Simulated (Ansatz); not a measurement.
Input for Ansatz (an electronic-structure program): U-CCSD(T)/def2-TZVPP on ClFGaH (SMILES [F][GaH][Cl]), a point of a bond scan (R = 1.233 Å). The run froze 20 orbitals, filled d shells among them.

Ansatz 0.2 input:
```yaml
crystal:
  periodic: [false, false, false]
  atoms:
    - {symbol: Ga, position_ang: [-0.42035658, 0.09491825, -0.34524222]}
    - {symbol: H, position_ang: [-1.37240188, -0.31586377, -1.01306025]}
    - {symbol: F, position_ang: [-0.00462516, 1.79964022, -0.33176534]}
    - {symbol: Cl, position_ang: [0.86371139, -1.10121578, 0.87461245]}
basis:
  gaussian:
    orbitals: def2-TZVPP
correlation: {method: ccsd_t, electrons: outside_noble_gas}
scf: {omitted_lower_state_checks: [cluster_reference]}
magnetization: {spin_polarized: true, initial_magnetization: 0}
```

The log:

```
WARN ansatz: RAYON_NUM_THREADS=1 ignored (pool sized by the plan → 1); use --threads N
Functional definition: HF
these checks for a lower state are left out or cut short: cluster_reference
integrals: 0.42 GiB planned
852 factors; integrals over basis functions are off by at most 1.2e-3 eV
mean field: 0.57 GiB planned
mean field evaluation 1: about -67560.3513 eV, gradient 2.4e1 eV
mean field evaluation 2: about -67560.3548 eV, gradient 2.4e1 eV
mean field evaluation 4: about -67562.6459 eV, gradient 1.6e0 eV
mean field evaluation 8: about -67562.6653 eV, gradient 1.9e-4 eV
mean field -67562.66526135 eV, -2482.8821527354 hartree, gradient 2.3e-6 eV, S^2 0.000000; 0 other end points of the search recorded, 0 dependent functions left out
20 core orbitals not correlated, not the lowest: weight in the atoms' cores, before any rotation towards them, 0.949 or more for the frozen orbitals, at most 0.044 for the correlated occupied ones
reference -67562.66526135 eV, -2482.8821527354 hartree; 9, 9 occupied and 106, 106 virtual orbitals, 852 factors
second order -14.06760008 eV of doubles, -0.00000000 eV of singles
coupled cluster: 0.86 GiB planned
cycle   1  -14.27605642 eV  change   -2.1e-1 eV  update   8.1e-2
cycle   2  -14.55712474 eV  change   -2.8e-1 eV  update   2.6e-2
cycle   3  -14.64221424 eV  change   -8.5e-2 eV  update   1.3e-2
cycle   4  -14.63833824 eV  change    3.9e-3 eV  update   3.3e-3
cycle   5  -14.63540522 eV  change    2.9e-3 eV  update   1.5e-3
cycle   6  -14.63569143 eV  change   -2.9e-4 eV  update   4.5e-4
cycle   7  -14.63565323 eV  change    3.8e-5 eV  update   1.6e-4
cycle   8  -14.63561788 eV  change    3.5e-5 eV  update   4.6e-5
cycle   9  -14.63563223 eV  change   -1.4e-5 eV  update   1.7e-5
perturbative correction -0.49040570 eV, -0.0180220770 hartree
Total energy: -67577.79129928 eV, -2483.4380243763 hartree
Checks for a lower state left out: cluster_reference
```

The run converged.

Cost: about 17 core-seconds (a rough figure).
